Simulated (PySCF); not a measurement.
# `CC[C@@H](Cl)[Si@H](Cl)Br`, C$_{3}$H$_{7}$BrCl$_{2}$Si

Molfile (atoms numbered from 1):
```
C3H7BrCl2Si
     RDKit          3D

 14 13  0  0  0  0  0  0  0  0999 V2000
   -2.0178    0.2129   -0.5461 C   0  0  0  0  0  0  0  0  0  0  0  0
   -0.5324   -0.0955   -0.6917 C   0  0  0  0  0  0  0  0  0  0  0  0
    0.2206    0.0343    0.6245 C   0  0  1  0  0  0  0  0  0  0  0  0
   -0.3483   -1.2310    1.7844 Cl  0  0  0  0  0  0  0  0  0  0  0  0
    2.1129   -0.1996    0.5038 Si  0  0  2  0  0  4  0  0  0  0  0  0
    2.9808    0.1664    2.2710 Cl  0  0  0  0  0  0  0  0  0  0  0  0
    2.8166    1.2638   -1.0030 Br  0  0  0  0  0  0  0  0  0  0  0  0
   -2.4797   -0.4616    0.1709 H   0  0  0  0  0  0  0  0  0  0  0  0
   -2.1640    1.2353   -0.2038 H   0  0  0  0  0  0  0  0  0  0  0  0
   -2.5195    0.0941   -1.5028 H   0  0  0  0  0  0  0  0  0  0  0  0
   -0.0909    0.6005   -1.4099 H   0  0  0  0  0  0  0  0  0  0  0  0
   -0.4035   -1.1066   -1.0836 H   0  0  0  0  0  0  0  0  0  0  0  0
   -0.0364    0.9877    1.0950 H   0  0  0  0  0  0  0  0  0  0  0  0
    2.4609   -1.5014   -0.0309 H   0  0  0  0  0  0  0  0  0  0  0  0
  1  2  1  0
  2  3  1  0
  3  4  1  0
  3  5  1  0
  5  6  1  0
  5  7  1  0
  1  8  1  0
  1  9  1  0
  1 10  1  0
  2 11  1  0
  2 12  1  0
  3 13  1  1
  5 14  1  6
M  END
```

The calculation used TDDFT BHandHLYP/aug-cc-pVDZ circular dichroism and optical rotation, one conformer, gas phase (PySCF). Geometry: GFN2-xTB.

The molecule is flexible and this is one conformer; a measurement averages over conformers. The calculation is non-relativistic, which matters for the atoms heavier than Zn.

Question: Draw the ECD and absorption spectra from the lowest 8 states, each a Gaussian of half-width 0.35 eV at 1/e height.

Answer: 
| E (eV) | λ (nm) | Δε (L mol⁻¹ cm⁻¹) | ε (L mol⁻¹ cm⁻¹) |
| --- | --- | --- | --- |
| 6.42 | 193 | +0.16 | 332 |
| 6.52 | 190 | +0.33 | 695 |
| 6.62 | 187 | +0.57 | 1240 |
| 6.72 | 184 | +0.83 | 1900 |
| 6.82 | 182 | +1.03 | 2520 |
| 6.92 | 179 | +1.12 | 2930 |
| 7.02 | 177 | +1.15 | 3110 |
| 7.12 | 174 | +1.28 | 3130 |
| 7.22 | 172 | +1.55 | 3100 |
| 7.32 | 169 | +1.70 | 3050 |
| 7.42 | 167 | +1.18 | 2910 |
| 7.52 | 165 | -0.57 | 2600 |
| 7.62 | 163 | -3.77 | 2180 |
| 7.72 | 161 | -8.25 | 1760 |
| 7.82 | 158 | -13.64 | 1460 |
| 7.92 | 156 | -19.24 | 1290 |

Δε uses R in velocity form, ε uses f in length form. Only the states computed contribute, so the short-wavelength end is incomplete.
